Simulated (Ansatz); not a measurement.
`[SiH3][Al]1[CH2][SiH2]1` + `CNC` → `CN(C)[SiH3]` + `[CH2]1[AlH][SiH2]1`  (cleavage of the Si–Al bond)

Gas-phase electronic energies from Ansatz, PBE0-D4/def2-TZVP geometries. CCSD(T)/CBS adds triple-zeta CCSD(T) − MP2 to the extrapolated MP2 energy (def2 sets, frozen cores). Functionals use def2-TZVPP.

| species | r2SCANh-D4 energy (Eh) |
| --- | --- |
| `[SiH3][Al]1[CH2][SiH2]1` | -863.60047 |
| `CNC` | -135.12470 |
| `CN(C)[SiH3]` | -425.81566 |
| `[CH2]1[AlH][SiH2]1` | -572.91736 |

Question: Work out ΔE.

Answer: ΔE = (-425.81566) + (-572.91736) − (-863.60047) − (-135.12470) = -0.00785 Eh = -0.21 eV. CCSD(T)/CBS gives -0.27 eV.

Largest T1 diagnostic among the species: 0.014.

From PBE to PBE0 (25 % exact exchange), in def2-TZVPP and without D4, ΔE moves by −0.06 eV. The D4 term adds −0.07 eV with B3LYP and −0.04 eV with PBE0; it sums over pairs of atoms, weighted by their polarisabilities, and B3LYP, whose exchange is more repulsive, gets the larger term.

B3LYP here is the variant with VWN-RPA as its local correlation; programs differ in this.
